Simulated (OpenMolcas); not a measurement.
## Sr: CASPT2 settings compared

```json
{
  "Program": "OpenMolcas 26.06",
  "Basis": "ANO-RCC-VQZP [8s7p4d2f1g]",
  "Scalar Hamiltonian": "DKH4, point nucleus",
  "Active space": "2 electrons in 8 orbitals (5s 5p 6s 6p)",
  "State averaging": "2S+1 = 3 even, 3 roots (0 in the spin-orbit step); 2S+1 = 1 even, 1 root kept (CI in the orbitals of an earlier block); 2S+1 = 3 odd, 3 roots",
  "Spin-orbit coupling": "RASSI with atomic mean-field integrals over the reference wave functions, term energies averaged over their components"
}
```

Methods on the same reference wave functions:
A. CASSCF
B. SS-CASPT2, IPEA 0.4 Eh, no level shift (closed shells correlated: none)
C. SS-CASPT2, IPEA 0.3 Eh, imaginary shift 0.2 Eh (closed shells correlated: 4s 4p)
D. SS-CASPT2, IPEA 0.2 Eh, imaginary shift 0.1 Eh (closed shells correlated: none)

Energies in cm-1 above 5s2 1S0, the measured ground level; measured values from NIST Handbook of Basic Atomic Spectroscopic Data.

```json
{"Level": "5s2 1S0", "A": "0.0", "B": "0.0", "C": "0.0", "D": "0.0", "Measured": "0.0"}
{"Level": "5s 5p 3P* 0", "A": "13224", "B": "12770", "C": "13991", "D": "12726", "Measured": "14318"}
{"Level": "5s 5p 3P* 1", "A": "13359", "B": "12905", "C": "14125", "D": "12860", "Measured": "14504"}
{"Level": "5s 5p 3P* 2", "A": "13628", "B": "13174", "C": "14394", "D": "13129", "Measured": "14899"}
```

Deviations, from unrounded energies. A percentage is the sum of absolute deviations over the sum of measured energies, with the sign that they share, or ± where signs differ.

```tsv
Against measurement	Levels	A	B	C	D
mean absolute deviation (cm-1)	3	1200	1600	400	1700
other configurations (%)	3	-8.0	-11.1	-2.8	-11.4
```

C lies closest to measurement on these levels and D furthest from it. The largest miss of C in the table is 5s 5p 3P* 2, by -500 cm-1. The ranking rests on the paired levels alone, and a cruder setting can come out closer through cancelling errors.

Among B to D the level of the table that moves most is 5s 5p 3P* 0, by 1300 cm-1 (lowest in D, highest in C).

The lowest spin-free term lies below A's lowest term by 0.001 hartree in B, 0.223 hartree in C, 0.001 hartree in D.

Some high roots are left out of the spin-orbit mixing, which shifts the levels that they would mix with. Terms from blocks run as CI alone lack orbitals of their own. Active for correlation alone: 6p 6s; no level in the range computed is led by a configuration that fills them, so any true level of that kind is missing. Without dynamic correlation excited terms often stand tens of per cent too high (terms of higher spin than the ground term too low), and those without a measured partner can miss by more than the paired ones (holds for A). Measured partners are found by configuration, term and J. A level has none where our copy of the source lacks it or the pairing is in doubt (some pairs that miss far off the trend of their configuration count as doubtful), and it then counts in no deviation. Only configurations of the active space appear.

* marks odd parity.
